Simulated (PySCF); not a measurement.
`C=C=C=CN(C)C`, C6H9N

Geometry:
```tsv
atom	x (Å)	y (Å)	z (Å)
C1	4.008	-0.256	0.117
C2	2.739	0.046	-0.109
C3	1.523	0.334	-0.329
C4	0.254	0.674	-0.575
N5	-0.861	0.090	-0.043
C6	-2.141	0.302	-0.663
C7	-0.717	-1.070	0.792
H8	4.817	0.336	-0.323
H9	4.285	-1.105	0.749
H10	0.045	1.516	-1.247
H11	-2.372	-0.457	-1.437
H12	-2.167	1.292	-1.139
H13	-2.940	0.267	0.094
H14	-1.597	-1.172	1.445
H15	0.180	-0.962	1.418
H16	-0.608	-2.003	0.203
```

Method used: quadratic response CAM-B3LYP/aug-cc-pVDZ first hyperpolarisability, Taylor convention, gas phase in PySCF. Geometry: PBE0-D3(BJ)/def2-SVP.

Task: What is the first hyperpolarisability, and how does it disperse?

Result: In au, Taylor convention; the vector part is βᵢ = ⅓ Σⱼ (βᵢⱼⱼ + βⱼᵢⱼ + βⱼⱼᵢ); β∥ is 3/5 of the vector part along the dipole, the dipole points from − to +:
```tsv
process	λ (nm)	β vector norm	β∥	β HRS	depolarisation ratio
static β(0;0,0)	∞	619.8	325.1	275.5	4.06
second harmonic β(−2ω;ω,ω)	1907	699.3	368.6	311.1	4.08
Pockels β(−ω;ω,0)	1907	644.7	338.8	–	–
second harmonic β(−2ω;ω,ω)	1064	943.9	502.2	422.0	4.12
Pockels β(−ω;ω,0)	1064	705.5	371.9	–	–
```

Task: Which lowest excitations, dipole and polarisabilities go with it?

Result: S1 4.26 eV (f = 0.091); S2 4.42 eV (f = 0.502); S3 4.64 eV (f = 0.028); dipole 3.16 D; isotropic α 106.2 au static, 107.0 au at 1907 nm, 108.9 au at 1064 nm, 109.7 au at 953.5 nm, 119.5 au at 532 nm.
